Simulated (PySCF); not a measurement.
Vertical excitations of a molecule CH6F2OSi2 from TDA-PBE/def2-SVPD (PySCF 2.14.0), as energy in eV (oscillator strength): 6.92 (0.001), 7.09 (0.006), 7.77 (0.012), 7.85 (0.107), 7.93 (0.008), 8.13 (0.037), 8.29 (0.034), 8.48 (0.007), 8.53 (0.003), 8.60 (0.085). Lowest triplet (TDA): 6.61 eV. Coordinates come from a ωB97X-D3(BJ)/def2-SVP optimisation. One conformer was computed; it need not be the lowest.

Question: Identify the compound among the candidates.
(A) C[Si](F)(F)O[SiH3]
(B) O[SiH2]C[SiH](F)F
(C) F[SiH2]CO[SiH2]F
(D) O[SiH2][Si@@H](F)CF

Answer: A, C[Si](F)(F)O[SiH3]
